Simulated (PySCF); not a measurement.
A calculated (UHF, PySCF 2.14, jorge-DZP-DKH, scalar relativity by spin-free X2C-1e) atom or ion has these occupied shells.

```json
{"shell": "1s", "electrons": "2", "orbital energy (eV)": "-75.985", "rms radius, mean of both spins (bohr)": "0.667"}
```

Task: Name the element and its charge.

Result: Li⁺ (lithium, charge +1), in 1s2, closed-shell 1S.
